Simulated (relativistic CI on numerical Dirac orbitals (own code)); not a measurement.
**Slater and spin-orbit integrals, Cr¹²⁺**

Method of calculation: Dirac-Coulomb-Breit CI, KLI orbitals optimised for each configuration, QED by a radiative potential, unscaled Slater integrals (own radial code, finite nucleus).

Slater integrals F^k, G^k are unscaled and averaged over j, outside the closed core [Ne]; ζ comes from projecting the Hamiltonian with its Breit term on Σ l·s of the shell.

- 3s3p: G^1(3s,3p) = 170850, ζ(3p) = 8703.9 cm⁻¹; <r>(3s) = 0.7639, <r^2>(3s) = 0.6625, <r>(3p) = 0.7622, <r^2>(3p) = 0.6681 (bohr units).
- 3p²: F^2(3p,3p) = 131260, ζ(3p) = 8692.9 cm⁻¹; <r>(3p) = 0.764, <r^2>(3p) = 0.6713 (bohr units).
- 3s3d: G^2(3s,3d) = 115110, ζ(3d) = 586.21 cm⁻¹; <r>(3s) = 0.7647, <r^2>(3s) = 0.664, <r>(3d) = 0.7152, <r^2>(3d) = 0.5937 (bohr units).

Averages of the first 10 configurations, taken without configuration mixing, which lowers the lowest level and can move excited configurations by several eV; other configurations of the list can lie among them:

```
Configuration  Parity  States  Average energy above the lowest level (eV)
          3s²    even       1                                         2.2
         3s3p     odd      12                                        30.0
          3p²    even      15                                        63.6
         3s3d    even      20                                        74.9
          3d²    even      45                                       150.1
         3p3d     odd      60                                       105.9
         3p4s     odd      12                                       204.5
         3s4s    even       4                                       172.7
         3s4p     odd      12                                       185.3
         3d4s    even      20                                       246.8
```
